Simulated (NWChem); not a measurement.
Molecule: C₃H₅NO; SMILES C/N=C\C=O

```xyz
10

C      0.6353    -1.8976    -0.0815
N     -0.6247    -1.1901    -0.2240
C     -0.7258     0.0750    -0.1050
C      0.3291     1.0989     0.1887
O      0.0447     2.2778     0.2665
H      0.8102    -2.4576    -1.0078
H      1.5251    -1.2949     0.1379
H      0.5115    -2.6432     0.7128
H     -1.7174     0.5213    -0.2290
H      1.3718     0.7575     0.3330
```
Atoms are numbered in this order, from 1.

All runs: NWChem. Structure relaxed at the B3LYP/6-31G* (spherical d) level. Atomic charges in e: unrestrained fits to the electrostatic potential beside Mulliken populations; buried atoms are poorly determined by the fit.

**Question.** Estimate the computed values for B3LYP/def2-SVP. Quantities: ESP C1; Mulliken C1; ESP N2; Mulliken N2; ESP C3; Mulliken C3; ESP C4; Mulliken C4; ESP O5; Mulliken O5; relative RMS misfit of the potential (%).

**Answer.** 
```yaml
ESP C1: 0.38
Mulliken C1: 0.09
ESP N2: -0.51
Mulliken N2: -0.14
ESP C3: 0.26
Mulliken C3: -0.02
ESP C4: 0.37
Mulliken C4: 0.15
ESP O5: -0.43
Mulliken O5: -0.19
relative RMS misfit of the potential (%): 28
```
